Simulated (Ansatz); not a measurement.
Calculated with Ansatz (gas phase, PBE0-D4/def2-TZVP geometries, no zero-point term in ΔE). CCSD(T)/CBS is the MP2 limit (def2-TZVPP, def2-QZVPP) plus CCSD(T) − MP2 in def2-TZVPP, frozen cores. This one scheme is used for every species. DFT in def2-TZVPP. B3LYP here is the variant with VWN-RPA as its local correlation; programs differ in this. Elements past krypton have def2 core potentials. For Ge, Sn outer-core shells are correlated without core-valence functions, which leaves a few kJ/mol of doubt a bond. Scalar relativity is left out up to krypton.

`[Cl][SnH2][GeH3]` + H₂ → `[GeH3][SnH3]` + HCl  (hydrogenolysis of the Sn–Cl bond)

(1) Is it downhill or uphill in electronic energy at CCSD(T)/CBS, and by how much? (An estimate is asked.)

(2) What do these levels give: BLYP-D4, r2SCAN-D4, B97M-V, PBE0-D4, B3LYP-D4, r2SCAN0-D4, PBE-QIDH, revPBE, r2SCAN, MP2/def2-TZVPP, HF/def2-QZVPP, SCS-MP2/def2-QZVPP? (Estimate.)

Largest T1 diagnostic among the species: 0.012.

Results:

(1) Ansatz gave: Uphill: ΔE = +76.4 kJ/mol.

(2) Computed: BLYP-D4 78.8, r2SCAN-D4 77.0, B97M-V 69.7, PBE0-D4 71.0, B3LYP-D4 76.0, r2SCAN0-D4 73.8, PBE-QIDH 70.0, revPBE 70.2, r2SCAN 76.1, MP2/def2-TZVPP 74.3, HF/def2-QZVPP 70.1, SCS-MP2/def2-QZVPP 78.5 kJ/mol.

At CCSD(T), def2-SVP lies −18.2 kJ/mol from the extrapolated value and def2-TZVPP −11.7 kJ/mol. Leaving LDA and LC-ωPBE aside and taking each functional with its dispersion term where it has one, the values, not all of them listed here, spread over 9.4 kJ/mol, from CAM-B3LYP-D4 to BLYP-D4. LDA lies −9.9 kJ/mol from PBE without D4.
